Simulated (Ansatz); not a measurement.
CH$_{3}$ClFNOSi, relaxed with RKS PBE0-D4/def2-TZVP in the Gaussian-basis code of Ansatz from a PBE-D4/def2-SVP geometry. The force threshold is 0.005 eV/Å; the program also tests the step.

The species carries charge 0 and has multiplicity 1. The bonds changed during the relaxation, so this is another structure than the one it started from.

Start:

```xyz
9

N    -0.813    0.260    1.231
C    -0.566    0.464   -0.045
O    -0.114   -1.488   -1.534
Si    0.857   -0.424   -0.894
F     1.794   -0.827    0.405
Cl    2.039    0.853   -2.018
H    -1.727    0.414    1.669
H    -0.082   -0.179    1.807
H    -1.387    0.928   -0.621
```

| step | energy (eV) | largest force (eV/Å) | largest move (Å) |
| --- | --- | --- | --- |
| 1 | -27731.9357 | 1.370 | 0.000 |
| 2 | -27732.0241 | 0.762 | 0.042 |
| 3 | -27732.0451 | 0.204 | 0.053 |
| 4 | -27732.0497 | 0.095 | 0.046 |
| 5 | -27732.0508 | 0.031 | 0.010 |
| 6 | -27732.0516 | 0.039 | 0.023 |
| 7 | -27732.0517 | 0.025 | 0.013 |
| 8 | -27732.0518 | 0.006 | 0.005 |
| 9 | -27732.0518 | 0.004 | 0.002 |

End:

```xyz
9

N    -0.828    0.253    1.228
C    -0.541    0.450   -0.019
O    -0.078   -1.487   -1.504
Si    0.865   -0.444   -0.886
F     1.832   -0.827    0.336
Cl    1.957    0.862   -2.012
H    -1.731    0.464    1.629
H    -0.155   -0.205    1.830
H    -1.321    0.935   -0.601
```

Hardware: 4 threads of an Arm Neoverse V1 on a shared host. Wall time 43 s, peak host memory 0.62 GiB.
